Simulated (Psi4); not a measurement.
C₃H₄BClO (SMILES C#CB(Cl)OC), singlet, at a GFN2-xTB geometry, atoms displaced at random by about 0.03 Å a coordinate; R2SCAN/6-31G, gradient run with Psi4.

The Psi4 input:
```
memory 2 GB

molecule {
0 1
  B     0.10731617    0.08667913   -0.06127701
  C     0.91321342    1.43727351   -0.29068221
  C     1.49426594    2.43890215   -0.43651158
  H     2.09212149    3.33074698   -0.52289545
  Cl   -0.31317132   -0.24739529    1.46969444
  O    -0.14830386   -0.63649878   -1.13760842
  C    -0.93534677   -1.83016876   -1.13531802
  H    -1.81622775   -1.69932826   -1.75359746
  H    -0.27517283   -2.54562859   -1.58952229
  H    -1.25243811   -2.15408744   -0.13926703
symmetry c1
no_reorient
no_com
}

set basis 6-31g

gradient('r2scan')
print_variables()
```

The log (banner, timings and long lists left out):

```
gradient() will perform analytic gradient computation.

   => Loading Basis Set <=

    Name: 6-31G
    Role: ORBITAL
    Keyword: BASIS

         ---------------------------------------------------------
                                   SCF
               by Justin Turney, Rob Parrish, Andy Simmonett
                          and Daniel G. A. Smith
                              RKS Reference
         ---------------------------------------------------------

  ==> Geometry <==

    Molecular point group: c1
    Full point group: C1

    Geometry (in Angstrom), charge = 0, multiplicity = 1:

       Center              X                  Y                   Z               Mass
    ------------   -----------------  -----------------  -----------------  -----------------
         B            0.107316170000     0.086679130000    -0.061277010000    11.009305360000
         C            0.913213420000     1.437273510000    -0.290682210000    12.000000000000
         C            1.494265940000     2.438902150000    -0.436511580000    12.000000000000
         H            2.092121490000     3.330746980000    -0.522895450000     1.007825032230
         CL          -0.313171320000    -0.247395290000     1.469694440000    34.968852682000
         O           -0.148303860000    -0.636498780000    -1.137608420000    15.994914619570
         C           -0.935346770000    -1.830168760000    -1.135318020000    12.000000000000
         H           -1.816227750000    -1.699328260000    -1.753597460000     1.007825032230
         H           -0.275172830000    -2.545628590000    -1.589522290000     1.007825032230
         H           -1.252438110000    -2.154087440000    -0.139267030000     1.007825032230

  Running in c1 symmetry.

  Rotational constants: A =      0.13600  B =      0.07340  C =      0.04813 [cm^-1]
  Rotational constants: A =   4077.32554  B =   2200.32911  C =   1442.85983 [MHz]
  Nuclear repulsion =  244.295880600694574

  Charge       = 0
  Multiplicity = 1
  Electrons    = 52
  Nalpha       = 26
  Nbeta        = 26

  ==> Algorithm <==

  SCF Algorithm Type is DF.
  DIIS enabled.
  MOM disabled.
  Fractional occupation disabled.
  Guess Type is SAD.
  Energy threshold   = 1.00e-08
  Density threshold  = 1.00e-08
  Integral threshold = 1.00e-12

  ==> Primary Basis <==

  Basis Set: 6-31G
    Blend: 6-31G
    Number of shells: 40
    Number of basis functions: 66
    Number of Cartesian functions: 66
    Spherical Harmonics?: false
[...]
  @DF-RKS Final Energy:  -676.73795737826288
    Total Energy =                       -676.7379573782628768
[...]

  ==> DFT Potential <==

   => LibXC <=

    Version 7.1.2
    S. Lehtola, C. Steigemann, M. J. T. Oliveira, and M. A. L. Marques,  SoftwareX 7, 1–5 (2018) (10.1016/j.softx.2017.11.002)

   => Composite Functional: R2SCAN <=

    r2SCAN Meta-GGA XC Functional  (0.1021/acs.jpclett.0c02405)
    J. W. Furness, A. D. Kaplan, J. Ning, J. P. Perdew, J. Sun  J. Phys. Chem. Lett.  11, 8208–8215, 2020

    Deriv               =              1
    GGA                 =           TRUE
    Meta                =           TRUE

    Exchange Hybrid     =          FALSE
    MP2 Hybrid          =          FALSE

   => Exchange Functionals <=

    1.0000   XC_MGGA_X_R2SCAN

   => Correlation Functionals <=

    1.0000   XC_MGGA_C_R2SCAN

   => LibXC Density Thresholds  <==

    XC_MGGA_C_R2SCAN:  1.00E-15
    XC_MGGA_X_R2SCAN:  1.00E-11

   => Molecular Quadrature <=

    Radial Scheme          =       TREUTLER
    Pruning Scheme         =           NONE
    Nuclear Scheme         =       TREUTLER

    Blocking Scheme        =         OCTREE
    BS radius alpha        =              1
    Pruning alpha          =              1
    Radial Points          =             75
    Spherical Points       =            302
    Total Points           =         212381
    Total Blocks           =           1634
    Max Points             =            256
    Max Functions          =             63
    Weights Tolerance      =       1.00E-15

  -Total Gradient:
     Atom            X                  Y                   Z
    ------   -----------------  -----------------  -----------------
       1       -0.061096014521    -0.087221539363     0.079309976474
       2        0.078421783252     0.135449357741    -0.013692571146
       3       -0.073409956452    -0.117403468233     0.014085164900
       4        0.007144502492     0.006545956116     0.000750806221
       5        0.035101544010     0.031149331841    -0.113516153341
       6        0.010780085235     0.004871728286     0.021147283620
       7        0.004336984916     0.016425240078     0.003139856345
       8        0.003189152692    -0.004457810594     0.004690669774
       9       -0.000432090900     0.016920044569     0.003768653828
      10       -0.003321474184    -0.001367748545    -0.001149941033

  Variable Map:
  ----------------------------------------------------------------------------
[...]
  Array Variable Map:
  ----------------------------------------------------------------------------
[...]
[...]
```
